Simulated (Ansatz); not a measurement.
Basis-set extrapolation for BH7NPSi, SMILES `B[SiH](N)P` (PBE0-D4/def2-TZVP geometry, frozen core, Ansatz 0.2.0). Multiplicity 1, RHF reference.

```csv
,def2-TZVPP,def2-QZVPP
HF,-712.917820,-712.940863
MP2 correlation,-0.615988,-0.659663
CCSD(T) correlation,-0.699322,not run
```

Energies in hartree. Use E(X) = E(∞) + A·exp(−7.88·√X) for Hartree–Fock and E(X) = E(∞) + B·X^(−2.97) for correlation, with X = 3 and 4, and add CCSD(T) minus MP2 of the smaller set to the MP2 limit.

Problem. What is the CCSD(T) energy at the basis-set limit?

Solution. HF limit: -712.940863 + (-0.023043) × 0.13774 = -712.94404. MP2 limit: -0.659663 + (-0.043675) × 0.74074 = -0.69201. Higher-order term: -0.699322 − (-0.615988) = -0.08333. Total: -713.71938 hartree, 268.4 kJ/mol below CCSD(T)/def2-TZVPP.
